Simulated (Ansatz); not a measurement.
Geometry optimisation, RKS PBE0/def2-SVP (Ansatz 0.2.0).

The input (input.yaml):

```yaml
crystal:
  periodic: [false, false, false]
  atoms:
    - { symbol: Al, position_ang: [0.0, 0.0, 0.0] }
    - { symbol: Cl, position_ang: [0.0, 0.0, 2.58] }
    - { symbol: Cl, position_ang: [1.9312, 0.0, -1.115] }
    - { symbol: Cl, position_ang: [-1.9312, 0.0, -1.115] }
    - { symbol: Br, position_ang: [0.1133, -2.5693, 0.8545] }
    - { symbol: H, position_ang: [0.0643, -1.4586, 2.1423] }
basis:
  gaussian: { orbitals: def2-SVP }
hamiltonian:
  xc: pbe0
relax:
  f_tol: 0.15
  max_steps: 25
  restrain:
    - { distance: [0, 4], at: 3.61, k: 30.0 }
    - { distance: [5, 1], at: 2.57, k: 30.0 }
    - { distance: [0, 1], at: 2.23, k: 30.0 }
    - { distance: [5, 4], at: 1.55, k: 30.0 }
```

Run as:

```bash
$ ansatz run input.yaml --threads 4 --pin off --max-ram 5120MiB --backend cpu --events-out ev --progress --plain --runs-dir out
```

Task: Where does it end, and by what steps?

Result: It converged. The restraints hold the end off the free minimum; the threshold counts their pulls, which the force column leaves out. Restrained pairs: Al1–Br5 (2.71 → 3.60 Å), Cl2–H6 (1.52 → 2.57 Å), Al1–Cl2 (2.58 → 2.19 Å), Br5–H6 (1.70 → 1.50 Å). After 5 steps the energy has fallen by 1.076 eV (the restraints' own energy left out); Br5 moved furthest, 0.67 Å.

```csv
step,energy less start (eV),largest force component (eV/Å),accepted
0,0.0000,2.317,yes
1,0.0347,2.223,yes
2,-0.2713,2.486,yes
3,-0.7115,1.856,yes
4,-1.0168,1.229,yes
5,-1.0763,1.272,yes
```

```xyz
6
Properties=species:S:1:pos:R:3
Al -0.006 0.230 -0.032
Cl -0.007 0.487 2.141
Cl 1.798 0.274 -1.055
Cl -1.814 0.231 -1.049
Br 0.123 -3.167 1.152
H 0.082 -2.082 2.190
```

Run time: 12 s on 4 threads of Arm Neoverse V2 (shared host), peak memory 0.28 GiB.
